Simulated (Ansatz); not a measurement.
# Which method gave which barrier?

Saddle point of GeH4Br, doublet (GeH₃Br ([GeH3][Br]) + H → GeH₃ + HBr; bonds formed: Br1–H3; bonds broken: Br1–Ge2), PBE0-D4/def2-TZVP structure:

Br1  (-1.064, -1.130, -0.133)
Ge2  (0.606, 0.650, 0.079)
H3  (-2.268, -2.436, -0.296)
H4  (0.991, 1.068, -1.345)
H5  (-0.059, 1.794, 0.853)
H6  (1.794, 0.054, 0.843)
(Å)

Computed with Ansatz 0.2.0 (basis: def2-TZVPP, with def2-QZVPP for the basis limit); correlated methods freeze the cores; orbitals are unrestricted. Filled d shells of the heavier atoms are correlated. The def2 sets are not built for correlating such inner shells, so the correlated values are less sure here. Extrapolation: Hartree–Fock as exp(−7.88 √X), correlation as X^−2.97. Four methods, as single points on the PBE0-D4 structures, gave these electronic barriers from the start structure: 0.028, 0.227, 0.326, 0.879 eV.

Q: The methods were, in alphabetical order, BHLYP-D4, BLYP-D4, HF, PBE0-D4. Which gave which? (Judge from chemistry; the calculation decides.)

A: The calculation gives: BLYP-D4 0.028; PBE0-D4 0.227; BHLYP-D4 0.326; HF 0.879 eV. For comparison, CCSD(T) at an estimated basis limit (MP2 extrapolated from triple and quadruple zeta, plus CCSD(T) − MP2 in triple zeta) gives 0.363 eV.

No T1 diagnostic of these runs exceeds 0.014. ⟨S²⟩ of the unrestricted Hartree–Fock references: 0.75 to 0.80 (a pure state has 0.75).

Radical steps of this kind take place in plasma deposition and etching.

Labels in which every atom is bracketed show which atoms are joined, not bond orders.

For scale, one of the runs: CCSD(T)/def2-TZVPP, 152 basis functions, launched by `ansatz run in.yaml --threads 4 --pin off --events-out ev --progress --plain --max-ram 9574MiB`. The run took 100 s on 4 CPU threads of an Arm Neoverse V1 (shared host), with 2.6 GiB of host memory at its peak.
